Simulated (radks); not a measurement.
Spherical jellium clusters: N electrons in a uniform positive sphere of charge N and radius rs N^(1/3), rs = 4.25 bohr. Calculated with a radial shooting solver with Libxc functionals: non-relativistic Kohn-Sham, PBE, spin-polarised, spherical densities. Levels are named by radial order and angular momentum (1s, 1p, 1d, 2s, ...), and open shells are averaged over m.

N = 5, configuration 1s2 1p(up 3, down 0). This is the lowest configuration that the search found. Occupied and some empty levels:

level,occupation,eigenvalue (eV),<r> (bohr)
1s up,1,-4.2083,5.205
1s down,1,-3.5698,4.677
1p up,3,-2.9075,6.252
1p down,0,-1.9833,6.244
1d up,0,-1.3301,7.534
2s up,0,-0.88688,8.938

Energy (eV): total -8.57923, kinetic 8.3065, external -109.15, Hartree 53.324, exchange-correlation -17.224, background 56.165.

Electron density:

r (bohr),n(r) (e/bohr^3)
0.243,0.003486
0.855,0.003535
1.47,0.003624
2.08,0.003729
2.69,0.003812
3.30,0.003819
3.91,0.003697
4.53,0.003412
5.14,0.002968
5.75,0.002410
6.36,0.001812
6.97,0.001252
7.58,0.0007967
8.20,0.0004770
8.81,0.0002752
9.42,0.0001557
10.0,0.00008721
10.6,0.00004845
11.3,0.00002650
11.9,0.00001453
